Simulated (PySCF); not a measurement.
Ga(SeH)3, SMILES [Ga]([SeH])([SeH])[SeH] (H3GaSe3), PBE0/def2-SVP optimised geometry. Atoms within 1.6 Å of the plane z = 1.0 Å (x, y, z in Å): Ga1 (-0.55, -0.01, 0.00), Se2 (-1.69, -2.03, 0.00), H3 (-0.44, -2.81, -0.01), Se4 (-1.86, 1.92, 0.00), H5 (-0.68, 2.81, 0.00), Se6 (1.78, -0.01, 0.00), H7 (1.86, 1.46, 0.00).

Computed with PBE0/def2-TZVP (PySCF).

Map of the HOMO−1 amplitude (bohr^(-3/2)) on the plane z = 1.0 Å; orbital energy -7.30 eV, overall sign arbitrary:

```
|444444444444444444444444444|
|444444444444444444444444444|
|444444444444444444444444444|
|444444444444444444444444444|
|444444433344444444444444444|
|444444333333444444444444444|
|444443322223344444444444444|
|444443210013344444444444444|
|444433200012344445554444444|
|444443210012344555555544444|
|444443321123445566665544444|
|444444332233445677776554444|
|444444433334455689986554444|
|444444444444456789987554444|
|444444444444455689986554444|
|444444444444455677766554444|
|444444444444445566655544444|
|444444433334444555555444444|
|444444433334444445544444444|
|444444433334444444444444444|
|444444443344444444444444444|
|444444444444444444444444444|
|444444444444444444444444444|
|444444444444444444444444444|
|444444444444444444444444444|
|444444444444444444444444444|
|444444444444444444444444444|
```
Scale: ten equal steps from -0.112 (start of '0') to 0.130 (end of '9'), in the order '0123456789'; x runs from -5.00 to 5.00, y from -5.00 (bottom) to 5.00 (top).
